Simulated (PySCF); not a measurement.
**AsH⁺: one state, many levels of theory**

State: ²Π (doublet), unpaired electrons π ↑. Set-up: basis As def2-TZVPPD, H def2-TZVPPD; no relativity; PySCF 2.14. De refers to As⁺ + H in their high-spin ground configurations, without counterpoise correction. The functionals are run spin-unrestricted. A positive dipole points towards H; it is taken about the centre of mass and depends on that origin.

```tsv
Level	Re (Å)	ωe (cm⁻¹)	De (eV)	μ (D)
UHF	1.516	2336	2.14	0.89
UHF-MP2	1.516	2277	2.93	n/a
UHF-SCS-MP2	1.518	2266	3.04	n/a
UHF-CCSD	1.525	2215	3.09	n/a
UHF-CCSD(T)	1.527	2198	3.12	n/a
PBE	1.551	2111	3.17	0.77
BLYP	1.552	2090	3.23	0.71
BP86	1.550	2109	3.34	0.77
r²SCAN	1.533	2191	3.20	0.83
PBE0	1.535	2199	3.11	0.82
r²SCAN0	1.524	2245	3.14	0.85
B97-3	1.536	2199	3.15	0.79
M06-2X	1.530	2239	3.07	0.86
CAM-B3LYP	1.529	2220	3.22	0.81
```

The bond length runs from 1.516 Å (UHF) to 1.552 Å (BLYP). De spans 2.14 eV (UHF, mean field) to 3.34 eV (BP86, GGA). Correlation at CCSD(T) changes the Hartree–Fock bond energy by +0.98 eV; the triples alone change it by +0.03 eV.

Correlated steps freeze 9 core orbitals. Spin–orbit coupling is left out. For an ion De counts to the pair picked by the measured ionisation energies or electron affinities, which need not be the lowest pair at this level. The state is the lowest determinant that a PBE0 search found; another state may lie lower at other levels.

The whole job (state search and all levels along the bond) took about 4.4 min on 1 thread of Intel Xeon Platinum 8375C @ 2.90GHz (shared host), peak memory 1.3 GiB.
